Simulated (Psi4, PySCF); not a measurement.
Torsional profile of SMILES FB(F)B(F)F. Scanned: dihedral F1–B2–B4–F5; all other coordinates were relaxed at GFN2-xTB. Points at φ and −φ are mirror images. Heavy atoms are numbered in the order of the SMILES FB(F)B(F)F, hydrogens after them in the order of the atoms that carry them; the mirror image has the same energies with the sign of each dihedral reversed.

RKS-B3LYP/6-31G* = restricted B3LYP/6-31G*, spherical d // GFN2-xTB run with PySCF; PBE-D3(BJ)/def2-TZVP // GFN2-xTB (Psi4); M06-2X/def2-TZVP // GFN2-xTB (Psi4); MP2/cc-pVTZ = DF-MP2 (frozen core)/cc-pVTZ // GFN2-xTB (Psi4).

Energies relative to the lowest point of each profile, in eV:

```
φ / °  RKS-B3LYP/6-31G*  PBE-D3(BJ)/def2-TZVP  M06-2X/def2-TZVP
-----  ----------------  --------------------  ----------------
-150              0.003                 0.008             0.003
-120              0.002                 0.005             0.002
-90               0.000                 0.000             0.000
-60               0.002                 0.005             0.002
-30               0.003                 0.008             0.002
0                 0.003                 0.009             0.002
30                0.003                 0.008             0.002
60                0.002                 0.005             0.002
90                0.000                 0.000             0.000
120               0.002                 0.005             0.002
150               0.003                 0.008             0.003
180               0.003                 0.009             0.002
```

Task: Predict the corresponding MP2/cc-pVTZ column.

Result: -150: 0.002; -120: 0.001; -90: 0.000; -60: 0.001; -30: 0.002; 0: 0.002; 30: 0.002; 60: 0.001; 90: 0.000; 120: 0.001; 150: 0.002; 180: 0.002 (eV).
